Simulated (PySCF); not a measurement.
CaSe⁻: one state, many levels of theory

State: ²Σ⁺ (doublet), unpaired electrons σ ↑. Set-up: PySCF, no relativity, basis sets Ca def2-SVPD, Se def2-SVPD. De refers to Ca + Se⁻ in their high-spin ground configurations, without counterpoise correction. The functionals are run spin-unrestricted. A positive dipole points towards Se; it is taken about the centre of mass and depends on that origin.

```csv
Level,Re (Å),ωe (cm⁻¹),De (eV),μ (D),"CPU s a point (SCF and correlation, without the integrals)"
UHF,2.610,312,n/a,-2.24,0.62
UHF-MP2,2.616,294,n/a,n/a,1.2
UHF-SCS-MP2,2.622,292,n/a,n/a,n/a
UHF-CCSD,2.622,293,n/a,n/a,n/a
UHF-CCSD(T),2.634,283,n/a,n/a,71
PBE,2.549,307,2.85,-0.34,1.8
revPBE,2.561,302,2.71,-0.21,1.3
r²SCAN,2.545,318,3.02,-0.67,2.6
PBE0,2.545,316,2.69,-0.84,2.9
r²SCAN0,2.546,320,2.79,-1.20,3
MN15,2.554,303,2.32,-2.12,3
```

The bond length runs from 2.545 Å (PBE0) to 2.634 Å (UHF-CCSD(T)). De spans 2.32 eV (MN15, hybrid meta-GGA) to 3.02 eV (r²SCAN, meta-GGA).

Correlated steps freeze 14 core orbitals. Spin–orbit coupling is left out. For an ion De counts to the pair picked by the measured ionisation energies or electron affinities, which need not be the lowest pair at this level. The highest Kohn–Sham level is positive in this anion. Much of that is self-interaction error, but it also means that the finite basis helps to hold the extra electron. The state is the lowest determinant that a PBE0 search found; another state may lie lower at other levels.

The whole job (state search and all levels along the bond) took about 15 min on 1 thread of Arm Neoverse N1 (shared host), peak memory 1 GiB.
